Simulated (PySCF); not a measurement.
BI2, charge +1, multiplicity 1. Atoms are numbered in the order given.

```xyz
3

I      0.0000     0.0000     1.9777
B      0.0000     0.0000     0.0000
I      0.0000     0.0000    -1.9777
```
Charge +1, spin multiplicity 1.

The structure is a stationary point at PBE-D3(BJ)/def2-TZVP. The spin state was assumed, not searched. The isomer is the one that the SMILES or the coordinates give; other isomers of the formula were not compared. The def2 effective core potentials stand for the cores of I; spin–orbit coupling is left out.

Method: PBE-D3(BJ)/def2-TZVP in PySCF 2.14.0.

Frequencies are harmonic and unscaled.

Modes within 1.5 cm⁻¹ of each other (mostly degenerate sets) share a row, with their intensities summed.

```json
[
 {"mode": "1–2", "ν (cm⁻¹)": "223", "IR (km/mol)": "0.1", "moving atoms (share of kinetic energy)": "B 96 %"},
 {"mode": "3", "ν (cm⁻¹)": "226", "IR (km/mol)": "0.0", "moving atoms (share of kinetic energy)": "I 100 %"},
 {"mode": "4", "ν (cm⁻¹)": "1085", "IR (km/mol)": "405.9", "moving atoms (share of kinetic energy)": "B 96 %"}
]
```
